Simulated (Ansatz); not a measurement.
Cl2GeH2 (`[Cl][GeH2][Cl]`). The species carries charge 0 and has multiplicity 1.

```xyz
5

Cl    0.762   -0.848    1.693
Ge    0.010    0.174   -0.030
Cl   -0.881   -1.273   -1.330
H    -1.083    1.139    0.429
H     1.192    0.808   -0.762
```

**Question.** What are the harmonic wavenumbers in cm⁻¹ at PBE0-D4/def2-TZVP (Ansatz, finite differences of forces, unscaled)? (Best estimate.)

**Answer.** Ansatz gave: 149, 429, 441, 519, 644, 778, 852, 2194, 2208.

**Question.** Is this a minimum?

**Answer.** Yes, all 9 modes are real.

**Question.** Give the ideal-gas thermochemistry at 298.15 K and 1 bar (rigid rotor, harmonic oscillator; point group C2v, symmetry number 2).

**Answer.** Zero-point energy 49.1 kJ/mol; H(298) − E = 63.5 kJ/mol; entropy 300.8 J/(mol·K), of which translation 171.0, rotation 105.7, vibration 24.1; G(298) − E = -26.2 kJ/mol.
